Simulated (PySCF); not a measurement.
A structure optimised at PBE-D3(BJ)/def2-SVP, used in a PySCF frequency run:

```
In
O 1 2.0185
H 2 0.9776 1 109.31
C 1 2.1563 2 124.32 3 -179.94
H 4 1.1052 1 108.96 2 -1.42
H 4 1.1059 5 110.53 1 119.31
H 4 1.1059 5 110.48 6 121.50
Br 1 2.5276 2 111.73 3 0.04
```

Q: Write its SMILES and formula.

A: [CH3][In]([OH])[Br], CH4BrInO

Q: What are its rotational constants (standard atomic weights)?

A: 4.3536, 1.2139, 0.95514 GHz
